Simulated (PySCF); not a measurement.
**TDDFT excited states: BCl2HO**

Species: BCl2(OH).
SMILES: `OB(Cl)Cl`

The calculation used TDDFT wB97X-D/def2-SVPD, vertical, gas phase, core orbitals frozen in the response (PySCF 2.14.0, density-fitted response routines). The structure is a single PBE0-D3(BJ)/def2-SVP conformer in the gas phase; no vibrational or solvent corrections.

Predict the UV-vis stick spectrum at this level.

```csv
state,E (eV),E (kJ/mol),λ (nm),f,|μ| (D),symmetry,"main configurations (H = HOMO, L = LUMO)"
S1,7.16,691,173.1,0.0000,0.03,–,H→L+1 (99%)
S2,7.96,768,155.7,0.0001,0.04,–,H-3→L+1 (99%)
S3,8.10,782,153.0,0.145,2.17,A′,H-1→L+1 (93%)
S4,8.29,799,149.6,0.035,1.05,A′,H→L (86%)
S5,8.55,825,145.0,0.065,1.41,A′,H-2→L+1 (86%)
S6,8.72,841,142.2,0.0010,0.17,–,"H-1→L (80%), H-2→L (8%)"
S7,8.90,858,139.4,0.019,0.75,A″,H-2→L (79%)
S8,9.00,869,137.7,0.0009,0.16,–,H-4→L+1 (97%)
S9,9.11,879,136.1,0.192,2.36,A′,H-3→L (71%)
S10,9.44,911,131.3,0.050,1.18,A′,"H→L+2 (38%), H→L+4 (15%), H→L+3 (12%)"
```

Triplets, Tamm–Dancoff:

```csv
state,E (eV),λ (nm),"main configurations (H = HOMO, L = LUMO)"
T1,7.02,176.7,H→L+1 (99%)
T2,7.28,170.2,H-1→L+1 (93%)
T3,7.48,165.7,H-2→L+1 (91%)
T4,7.81,158.8,H-3→L+1 (98%)
```

The lowest singlet lies at 7.16 eV (173 nm, vacuum ultraviolet) and is dark (f under 0.0005); its leading configuration is HOMO→LUMO+1 (99%). The strongest level in the table is S9 at 9.11 eV (136 nm, f = 0.192). Löwdin shares by element: HOMO chlorine 94%; LUMO boron 56%, oxygen 14%, chlorine 13% or more, hydrogen 9%. The listed states span 2.28 eV, and the widest gap between neighbours is 0.80 eV (S1 to S2). The oscillator strengths of these states sum to 0.507; summed over the whole spectrum of an exact calculation they would give the number of electrons, 48 (Thomas–Reiche–Kuhn). Weighted by f, the mean energy of these states is 8.72 eV. Symmetry labels in Cs follow from the direction of the transition dipole and are given only for states with f of 0.002 or more. The window holds the lowest 10 singlets.
